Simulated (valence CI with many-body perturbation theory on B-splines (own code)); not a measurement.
## Run record, Pd31+

Computed by configuration interaction combined with many-body perturbation theory (CI+MBPT): five valence electrons over a frozen Dirac-Fock core [Ne], radial functions for each j: 6 s, 6 p, 5 d, 3 f, 1 g, with the one-electron correlation potential Σ1 (screened to all orders), the two-electron term Σ2, the three-electron term Σ3, Breit, model QED; selected single and double excitations, second order for the rest, scaled by the run's own slope (own B-spline code, finite nucleus).

Command, and the settings that its task file holds:

```sh
python run_cv.py task.json out
```

```
atom Pd  Z=46  mass_number=106  rms_radius_fm=4.5318
core [Ne]
valence 3s2 3p3
avg = 1
basis = S
breit = 1
cap = 3000
capref = 1200
cscale = 1
de = 0.0
dress = 0
eps = 2e-08
extrap = 1
h = 0.27
hh = 1
l2 = 3
lcore = 6
maxit = 60
n2 = 5
natural = 1
nlev = 20
nno = [3, 3, 3, 2, 1]
nroot = 26
nsp = [3, 3, 2, 1, 0]
pt2 = 1
qed = 1
rpa = 1
s1 = 1
s2 = 1
s3 = 1
screen = 1
tol = 2e-05
whole = 1
```

It took 9.5 s on 1 thread of Intel(R) Xeon(R) 6975P-C (Granite Rapids) (shared host).

Log. The first blocks belong to the next ion, which gives the ionisation energy. Fields: 2J, parity (1 odd), roots, reference size, generating configurations, candidates as configurations/state functions, variational space P, stored matrix elements, Davidson steps; e2 is the range of second-order energies in hartree. The first line gives the box (bohr), its intervals, the orbitals and the steps of their self-consistent field. Window is the range of levels sought, series limit the energy at which the first omitted orbital would enter, core excitation an estimate of the first excitation out of the core, left out the lowest levels not solved, and shifts from estimates the range by which levels moved from their first estimate, all in cm⁻¹.

```
rmax 2.6 intervals 57 orbitals 36 references ['3s2 3p3', '3s 3p4', '3s2 3p2 3d', '3p5', '3s 3p3 3d'] scf 5 t 0.5
2J=0 par=0 roots 2 ref 24 generators 8 cand 211/272 P 231/296 nnz 0 it 0
2J=0 par=0 roots 2 ref 24 generators 12 cand 843/1238 P 1074/1534 nnz 0 it 6
   second order: generators 19 cand 5110/9407 e2 -0.00018 -0.00014
reference levels 559, estimated 49, window 1379976 1/cm; series limit 10215652, core excitation 23452340
2J=3 par=1 roots 4 ref 66 generators 16 cand 180/532 P 205/598 nnz 0 it 0
2J=3 par=1 roots 4 ref 66 generators 28 cand 601/2394 P 806/2992 nnz 1.2e+06 it 8
   second order: generators 35 cand 12702/157770 e2 -0.02476 -0.00466
2J=5 par=1 roots 2 ref 65 generators 10 cand 152/512 P 174/577 nnz 0 it 0
2J=5 par=1 roots 2 ref 65 generators 21 cand 510/2358 P 684/2935 nnz 1.2e+06 it 8
   second order: generators 28 cand 11713/163786 e2 -0.02364 -0.00704
2J=1 par=1 roots 2 ref 41 generators 11 cand 237/541 P 260/582 nnz 0 it 0
2J=1 par=1 roots 2 ref 41 generators 19 cand 696/2416 P 956/2998 nnz 1e+06 it 9
   second order: generators 27 cand 10908/76267 e2 -0.01288 -0.00421
2J=5 par=0 roots 7 ref 74 generators 18 cand 139/520 P 163/594 nnz 0 it 0
2J=5 par=0 roots 7 ref 74 generators 26 cand 557/2380 P 720/2974 nnz 1.1e+06 it 10
   second order: generators 41 cand 14711/207035 e2 -0.02086 -0.01387
2J=3 par=0 roots 7 ref 71 generators 18 cand 147/514 P 172/585 nnz 0 it 0
2J=3 par=0 roots 7 ref 71 generators 26 cand 591/2359 P 763/2944 nnz 1e+06 it 10
   second order: generators 41 cand 13026/146103 e2 -0.01939 -0.01347
2J=1 par=0 roots 4 ref 44 generators 19 cand 199/532 P 221/576 nnz 0 it 0
2J=1 par=0 roots 4 ref 44 generators 22 cand 855/2346 P 1076/2922 nnz 9.2e+05 it 8
   second order: generators 32 cand 11650/76823 e2 -0.01415 -0.00682
2J=7 par=0 roots 3 ref 54 generators 12 cand 134/408 P 152/462 nnz 0 it 0
2J=7 par=0 roots 3 ref 54 generators 20 cand 617/2500 P 769/2962 nnz 1.2e+06 it 7
   second order: generators 29 cand 12184/166029 e2 -0.01560 -0.01422
2J=9 par=0 roots 2 ref 34 generators 9 cand 183/522 P 198/556 nnz 0 it 0
2J=9 par=0 roots 2 ref 34 generators 17 cand 683/2300 P 881/2856 nnz 1e+06 it 6
   second order: generators 27 cand 11035/164367 e2 -0.01141 -0.01128
left out: unestimated 2063190, estimated 1517461, shifts from estimates -245 to 480
operators 0.4
```

The Davidson iterations converged.

The last digits are not significant, and no measured levels were compared; by estimate large intervals hold to a few tenths of a per cent, small ones and those within an open d or f shell to about a per cent. Among the levels kept, up to 4300 cm⁻¹ of a level comes from second order outside the variational space, and about a tenth of that is noise between levels of different J, which matters for small intervals.

```
Valence energy                            : -377.6857 hartree
Ionisation energy                         : 1854.3 eV (NIST: 1869 ± 7 eV (semi-empirical))
Reference configurations for the orbitals : 3s2 3p3, 3s 3p4, 3s2 3p2 3d, 3p5, 3s 3p3 3d
Radial orbitals                           : 36
Box radius                                : 2.634 bohr
Largest variational space                 : 2998
Lowest levels                             : (3s^2 3p1/2^2 3p3/2) J=3/2 0.00, (3s^2 3p1/2 3p3/2^2) J=3/2 31.09, (3s^2 3p1/2 3p3/2^2) J=5/2 37.56, (3s^2 3p1/2 3p3/2^2) J=1/2 45.64, (3s^2 3p3/2^3) J=3/2 77.16, (3s 3p1/2^2 3p3/2^2) J=5/2 111.65, (3s^2 3p1/2^2 3d3/2) J=3/2 119.36, (3s 3p1/2^2 3p3/2^2) J=1/2 129.02, (3s 3p1/2^2 3p3/2^2) J=3/2 132.61, (3s^2 3p1/2^2 3d5/2) J=5/2 137.79, (3s 3p1/2 3p3/2^3) J=3/2 147.82, (3s^2 3p1/2 3p3/2 3d3/2) J=5/2 152.14, (3s^2 3p1/2 3p3/2 3d3/2) J=3/2 [a] 152.27, (3s^2 3p1/2 3p3/2 3d3/2) J=1/2 153.28 eV
```

Levels are named by their leading jj configuration (3d3/2^4 stands for four electrons in 3d with j = 3/2), which in mixed levels can hold well under half, so a name can repeat and another be missing. Letters in brackets count levels of one name in rising energy.
